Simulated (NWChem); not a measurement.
# C$_{3}$HFO$_{3}$; SMILES O=C1OC(=CF)O1

```xyz
8

O      0.3038     2.6032     0.0000
C      0.0975     1.4513     0.0000
O      0.9212     0.3484     0.0000
C     -0.2322    -0.3922     0.0000
C     -0.5017    -1.6891     0.0000
F      0.4590    -2.5995     0.0000
O     -1.0592     0.7048     0.0000
H     -1.5277    -2.0600     0.0000
```
Atoms are numbered in this order, from 1.

Computed with NWChem. Pople sets run with spherical d functions. Coordinates come from a PBE0/def2-SVP optimisation. Atomic charges in e: unrestrained fits to the electrostatic potential beside Mulliken populations; buried atoms are poorly determined by the fit.

For level B3LYP/def2-SVP:

```yaml
Mulliken O1: -0.09
ESP C2: 0.87
Mulliken C2: 0.31
Mulliken O3: -0.23
Mulliken C4: 0.33
```

Question: What are these values for level Hartree-Fock/6-31G*?

Answer: 
| Quantity | Result |
|---|---|
| Mulliken O1 | -0.50 |
| ESP C2 | 0.99 |
| Mulliken C2 | 1.04 |
| Mulliken O3 | -0.61 |
| Mulliken C4 | 0.70 |
